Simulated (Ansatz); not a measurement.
Reaction (redistribution): `[F][GeH]([F])[Cl]` + `N=C[SiH](N)N` → `[NH2][GeH]([F])[Cl]` + `N=C[SiH](N)F`

Computed with Ansatz on PBE0-D4/def2-TZVP structures; ΔE is electronic, products minus reactants. CCSD(T)/CBS is the MP2 limit (def2-TZVPP, def2-QZVPP) plus CCSD(T) − MP2 in def2-TZVPP, frozen cores. Functionals use def2-TZVPP. B3LYP here is the variant with VWN-RPA as its local correlation; programs differ in this. For Ge outer-core shells are correlated without core-valence functions, which leaves a few kJ/mol of doubt a bond. Scalar relativity is left out up to krypton. Each species was taken in one conformer, which may not be the lowest.

(1) Is it downhill or uphill in electronic energy at CCSD(T)/CBS, and by how much? (Estimate.)

(2) What do these levels give: PBE0-D4, B3LYP-D4, PBE0, CCSD(T)/def2-TZVPP, MP2/def2-QZVPP, CCSD/CBS(def2)? (Estimate.)

Largest T1 diagnostic among the species: 0.012.

## Answers

(1) The calculation gave: Downhill: ΔE = -50.2 kJ/mol.

(2) Computed: PBE0-D4 -45.7, B3LYP-D4 -46.0, PBE0 -46.5, CCSD(T)/def2-TZVPP -49.0, MP2/def2-QZVPP -48.7, CCSD/CBS(def2) -50.7 kJ/mol.
